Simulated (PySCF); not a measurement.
Ligands exchanged one at a time, Sn Cl-OH. Isolated molecules, 0 K electronic values unless said otherwise. One relaxed conformer stands for each flexible species; it need not be the lowest. Strings in code marks are SMILES.

The numbers are results of PBE-D3(BJ)/def2-TZVP // r2SCAN-D4/def2-TZVP in PySCF, not measurements. Excitations are Tamm–Dancoff values on a coarser integration grid. The basis has no diffuse functions, so Rydberg states are missing or too high.

```
species                                                HOMO (eV)  S1 oscillator strength  HOMO–LUMO gap (eV)  S1 excitation (TDA) (eV)
-----------------------------------------------------  ---------  ----------------------  ------------------  ------------------------
0 of 4 Cl replaced by OH (`[Cl][Sn]([Cl])([Cl])[Cl]`)      -8.31                   0.000                4.16                      4.30
1 of 4 Cl replaced by OH (`[OH][Sn]([Cl])([Cl])[Cl]`)      -8.00                   0.003                4.21                         ?
3 of 4 Cl replaced by OH (`[OH][Sn]([OH])([OH])[Cl]`)      -7.58                   0.004                   ?                      4.68
4 of 4 Cl replaced by OH (`[OH][Sn]([OH])([OH])[OH]`)          ?                   0.016                4.69                         ?
```

Problem. Complete the blanks.

Solution. 
- 1 of 4 Cl replaced by OH (`[OH][Sn]([Cl])([Cl])[Cl]`), S1 excitation (TDA) (eV): 4.35
- 3 of 4 Cl replaced by OH (`[OH][Sn]([OH])([OH])[Cl]`), HOMO–LUMO gap (eV): 4.52
- 4 of 4 Cl replaced by OH (`[OH][Sn]([OH])([OH])[OH]`), HOMO (eV): -7.38
- 4 of 4 Cl replaced by OH (`[OH][Sn]([OH])([OH])[OH]`), S1 excitation (TDA) (eV): 4.88
